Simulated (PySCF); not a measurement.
**Electronic structure of Te²⁺ (tellurium, charge +2) at the M06-2X level**

Configuration: [Kr] 4d10 5s2 5p2, high-spin 3P determinant. All numbers are calculated (PySCF 2.14, a scalar-relativistic core potential, in aug-cc-pV5Z-PP with ECP28MDF (8s8p6d4f3g2h, 139 functions)).

```
Total energy                                                  : -266.9215 hartree
One-electron energy                                           : -450.3088 hartree
Hartree (Coulomb) energy                                      : 203.5350 hartree
Exchange-correlation energy                                   : -20.1478 hartree
⟨S²⟩                                                          : 2.0053
⟨L²⟩                                                          : 2.012
Sum of ⟨r⟩                                                    : 24.97 bohr
Sum of ⟨r²⟩                                                   : 38.03 bohr²
Traceless quadrupole moment −½Σ⟨3z² − r²⟩ along its main axis : 2.30 e·bohr²
Time after the integrals                                      : 8.7 s of wall time on 1 thread of Neoverse-V1 (shared host)
```

```json
{"shell": "4s α", "electrons": "1", "mean orbital energy (eV)": "-197.26", "spread (eV)": "0", "rms radius, mean of both spins (bohr)": "0.820"}
{"shell": "4s β", "electrons": "1", "mean orbital energy (eV)": "-197.06", "spread (eV)": "0", "rms radius, mean of both spins (bohr)": "0.820"}
{"shell": "4p α", "electrons": "3", "mean orbital energy (eV)": "-145.53", "spread (eV)": "0.383", "rms radius, mean of both spins (bohr)": "0.884"}
{"shell": "4p β", "electrons": "3", "mean orbital energy (eV)": "-145.30", "spread (eV)": "0.691", "rms radius, mean of both spins (bohr)": "0.884"}
{"shell": "4d α", "electrons": "5", "mean orbital energy (eV)": "-67.156", "spread (eV)": "0.448", "rms radius, mean of both spins (bohr)": "1.04"}
{"shell": "4d β", "electrons": "5", "mean orbital energy (eV)": "-66.830", "spread (eV)": "0.770", "rms radius, mean of both spins (bohr)": "1.04"}
{"shell": "5s α", "electrons": "1", "mean orbital energy (eV)": "-36.879", "spread (eV)": "0", "rms radius, mean of both spins (bohr)": "2.13"}
{"shell": "5s β", "electrons": "1", "mean orbital energy (eV)": "-33.065", "spread (eV)": "0", "rms radius, mean of both spins (bohr)": "2.13"}
{"shell": "5p α", "electrons": "2", "mean orbital energy (eV)": "-25.452", "spread (eV)": "0", "rms radius, mean of both spins (bohr)": "2.46"}
```

Energies and moments cover only the electrons outside the core potential.
